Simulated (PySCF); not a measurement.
Computed shifts of a molecule CH8O2Si2, PBE/pcSseg-1 (PySCF), GIAO, gas phase, atoms alike by connectivity averaged where their shifts nearly agree, in ppm (number of nuclei): ²⁹Si: 17.2 (1), -121.6 (1). ¹³C: 9.3 (1). ¹H: 3.60 (3), 1.77 (1), 1.25 (1), 0.51 (3). References: ²⁹Si against TMS (σ = 335.4 ppm); ¹³C against TMS (σ = 182.0 ppm); ¹⁷O against H2O (σ = 334.3 ppm); ¹H against TMS (σ = 31.49 ppm), references at their B3LYP-D3(BJ)/def2-TZVP geometries, non-relativistic. The structure is a stationary point at r2SCAN-D4/def2-SVP. One conformer was computed; it need not be the lowest.

Identify the compound among the candidates.
(A) CO[Si@@H](O)[SiH3]
(B) C[Si@H](O)[SiH2]O
(C) C[SiH2]O[SiH2]O
(D) C[Si](O)(O)[SiH3]

D, C[Si](O)(O)[SiH3]
